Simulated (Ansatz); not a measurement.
Total energies of B(CH2SiH3)3 (C₃H₁₅BSi₃) from Ansatz at PBE0-D4/def2-TZVP, gas phase (1 Eh = 27.2114 eV = 2625.5 kJ/mol). The reference geometry is relaxed at PBE-D4/def2-SVP.

```xyz
22

B    -0.077   -0.159    0.276
C    -1.482   -0.406   -0.392
Si   -1.537    0.273   -2.168
H    -1.675   -1.495   -0.522
H    -2.332    0.036    0.169
H    -1.184    1.735   -2.216
H    -0.560   -0.472   -3.038
H    -2.915    0.105   -2.753
C     1.164   -1.012   -0.180
Si    1.280   -2.545    0.938
H     1.094   -1.398   -1.220
H     2.130   -0.477   -0.057
H     1.433   -2.142    2.381
H     0.035   -3.385    0.814
H     2.463   -3.396    0.556
C     0.110    0.928    1.397
Si    0.397    2.649    0.636
H    -0.781    1.039    2.051
H     1.000    0.733    2.034
H     1.463    2.595   -0.426
H    -0.868    3.177    0.018
H     0.841    3.617    1.701
```

| state | geometry | energy (Eh) |
| --- | --- | --- |
| charge 0 singlet | reference | -1016.22498 |
| charge 1 doublet | reference | -1015.85809 |
| free B atom (doublet) | – | -24.61828 |
| free C atom (triplet) | – | -37.80537 |
| free Si atom (triplet) | – | -289.24943 |
| free H atom (doublet) | – | -0.50104 |

Task: Work out the vertical ionisation energy to the doublet.

Result: E(charge 1 doublet) − E(charge 0 singlet) = -1015.85809 − (-1016.22498) = 0.36689 Eh = 9.98 eV. For comparison, −ε of the highest occupied level is 8.37 eV at this level, 1.61 eV less.

Task: What is the binding energy per atom against free atoms?

Result: Atoms: 1 × (-24.61828) + 3 × (-37.80537) + 3 × (-289.24943) + 15 × (-0.50104) = -1013.29828 Eh. Binding: -1013.29828 − (-1016.22498) = 2.92670 Eh = 79.64 eV, or 3.62 eV for each of 22 atoms (no zero-point energy, no counterpoise term).
